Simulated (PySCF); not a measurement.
Working out the ionisation energy of Pt

Pt [Xe] 4f14 5d9 6s1 (3D) → Pt⁺ [Xe] 4f14 5d9 (2D). All numbers are calculated (PySCF 2.14, scalar relativity through the core potential, in aug-cc-pwCVDZ-PP with ECP60MDF (6s6p5d3f, 70 functions)). Frozen: nothing. Energies in hartree (1 hartree = 27.21139 eV):

| part | Pt (lower) | Pt⁺ (upper) |
| --- | --- | --- |
| UHF | -118.513223 | -118.235082 |
| CCSD correlation | -0.492487 | -0.446436 |
| (T) | -0.015309 | -0.012400 |

Question: What does Hartree-Fock give?

Answer: (-118.235082) − (-118.513223) = 0.278141 hartree = 7.569 eV.

Question: What do CCSD and CCSD(T) give?

Answer: The CCSD correlation energies differ by 0.046051 hartree = 1.253 eV and the triples by 0.002909 hartree = 0.079 eV, so CCSD gives 8.822 eV and CCSD(T) 8.901 eV.

Reference: 8.959 eV (measured; NIST Atomic Spectra Database, ionization energies), between the lowest levels; spin-orbit coupling is absent from the calculation.

A double-zeta basis recovers only part of the correlation energy.

What remains against the reference includes basis incompleteness and higher excitations.
